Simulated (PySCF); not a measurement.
B(Cl)(OMe)(SiH3) (CH6BClOSi), SMILES COB([SiH3])Cl.

Coordinates come from a r2SCAN-D4/def2-SVP optimisation. This is a generated structure with no PubChem entry under its InChIKey; it may be hypothetical. Other conformers were not sampled.

These are PBE/def2-TZVP (PySCF) values and carry that method's errors.

Isolated molecule, no solvent.

Computed frontier levels, gap, dipole moment and polarisability:
- highest occupied level = -6.82 eV
- lowest empty level = -2.02 eV
- orbital gap = 4.80 eV
- dipole moment = 2.45 D
- quadrupole, principal values (traceless, Buckingham form, about the centre of nuclear charge) = -6.31, 0.31, 6.00 D·Å
- mean static polarisability = 74.6 bohr³ (11.06 Å³)
- polarisability, principal values = 58.1, 78.6, 87.2 bohr³
